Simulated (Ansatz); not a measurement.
Cost and result for the atomization energy of CH4AlFO2 (`C[O][Al]([OH])[F]`) (9 atoms, 8 bonds).

Cartesian coordinates in Å:
```
C -0.343 -0.798 1.354
O 0.242 0.350 0.806
Al 0.461 0.942 -0.738
O -0.093 0.080 -2.074
F 1.227 2.382 -0.924
H -1.153 -0.514 2.033
H 0.402 -1.355 1.931
H -0.754 -1.466 0.588
H 0.010 0.380 -2.976
```

Total charge 0; spin multiplicity 1. Geometry: relaxed with PBE0-D4/def2-TZVP. It is one conformer, not always the lowest. Program: Ansatz. Hardware: A = 2 threads of a server CPU on a shared host; B = 2 threads of an AMD EPYC 7R13 on a shared host and a share of an NVIDIA H100 80 GB. Times are those of one run each, without the atoms' runs, and a repeat can differ threefold. Electronic energies, without spin–orbit coupling; frozen cores. CCSD(T)/CBS extrapolates def2-TZVPP and def2-QZVPP, and its time is that of the two runs behind it. T1 = 0.012. B3LYP takes the VWN-RPA correlation (the form of Gaussian; ORCA's B3LYP/G). HSE06 is the plane-wave form, built on full-range PBE exchange.

CCSD(T)/CBS is a level of theory with its own doubt, some kJ/mol a heavy atom from the limit and from the frozen cores, so smaller differences don't rank the functionals.

| level | functions | wall time |
| --- | --- | --- |
| LDA (SPW92)/def2-TZVPP [A] | 222 | 2 s |
| BLYP-D4/def2-TZVPP [A] | 222 | 3.1 s |
| PBE0-D4/def2-TZVPP [A] | 222 | 4.1 s |
| BHLYP-D4/def2-TZVPP [A] | 222 | 4.2 s |
| HSE06-D4/def2-TZVPP [A] | 222 | 4.9 s |
| CAM-B3LYP-D4/def2-TZVPP [A] | 222 | 5.5 s |
| B3LYP-D4/def2-TZVPP (with forces) [A] | 222 | 6 s |
| r2SCANh-D4/def2-TZVPP [A] | 222 | 6 s |
| CCSD(T)/def2-SVP [A] | 94 | 8 s |
| CCSD(T)/def2-TZVPP [B] | 222 | 8 s |
| B97M-V/def2-TZVPP [A] | 222 | 11 s |
| CCSD(T)/def2-QZVPP [B] | 418 | 19 s |
| CCSD(T)/CBS(def2) | – | 27 s |

Problem. What atomization energy does each give, and how far from CCSD(T)/CBS? (Estimate.)

Solution. Computed: 
```tsv
level	atomization (kcal/mol)	difference from CCSD(T)/CBS	per bond
LDA (SPW92)/def2-TZVPP [A]	989.8	118.5	14.8
BLYP-D4/def2-TZVPP [A]	864.7	-6.6	-0.8
PBE0-D4/def2-TZVPP [A]	855.7	-15.6	-1.9
BHLYP-D4/def2-TZVPP [A]	830.1	-41.2	-5.1
HSE06-D4/def2-TZVPP [A]	856.3	-15.0	-1.9
CAM-B3LYP-D4/def2-TZVPP [A]	869.7	-1.6	-0.2
B3LYP-D4/def2-TZVPP (with forces) [A]	861.3	-10.0	-1.2
r2SCANh-D4/def2-TZVPP [A]	859.7	-11.6	-1.5
CCSD(T)/def2-SVP [A]	813.5	-57.8	-7.2
CCSD(T)/def2-TZVPP [B]	846.0	-25.3	-3.2
B97M-V/def2-TZVPP [A]	864.0	-7.3	-0.9
CCSD(T)/def2-QZVPP [B]	861.3	-10.0	-1.2
CCSD(T)/CBS(def2)	871.3	0.0	0.0
```

In def2-TZVPP, CCSD(T) changes the Hartree–Fock value by +219.0 kcal/mol (the triples alone add +12.7 kcal/mol) and MP2 by +246.5 kcal/mol; breaking electron pairs costs correlation energy, which Hartree–Fock lacks. From PBE to PBE0 (25 % exact exchange), in def2-TZVPP and without D4, the atomization energy moves by −20.9 kcal/mol: exact exchange takes away binding that semilocal exchange gives to molecules. At CCSD(T), def2-SVP lies −57.8 kcal/mol from the extrapolated value and def2-TZVPP −25.3 kcal/mol: correlation converges slowly with the basis, and small sets miss more of it in the bonded molecule than in its fragments.
